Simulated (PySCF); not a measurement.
**Excitation energy of Sc⁺ by level of theory**

Sc⁺ [Ar] 3d1 4s1 (3D) → Sc⁺ [Ar] 3d1 4p1 (high-spin determinant), as a difference of total energies. Calculation: PySCF 2.14, in ANO-RCC-VTZP (6s5p3d2f1g, 59 functions); scalar relativity by spin-free X2C-1e. Correlated levels: valence: [Ar] frozen; valence and next inner shell: [Ne] frozen. The calculations carry no spin-orbit coupling.

```csv
method,excitation energy (eV)
UHF,3.240
LDA,3.382
PBE,3.237
PBE0,3.242
TPSSh,3.143
CAM-B3LYP,3.394
MP2 (valence),3.276
SCS-MP2 (valence),3.252
MP2 (valence and next inner shell),3.471
SCS-MP2 (valence and next inner shell),3.412
```

How much does correlation contribute at MP2 (valence and next inner shell)?

3.471 − (3.240) = 0.231 eV, measured against UHF.

A first-order spin-orbit estimate (lowest level to lowest level, LS coupling) adds -0.011 eV.

The basis was made for the ground configuration and has no added diffuse functions, so the excitation energy can come out too high.

The determinant of the upper state mixes LS terms, which raises its energy above the lowest term, most at the Hartree-Fock and MP2 levels.
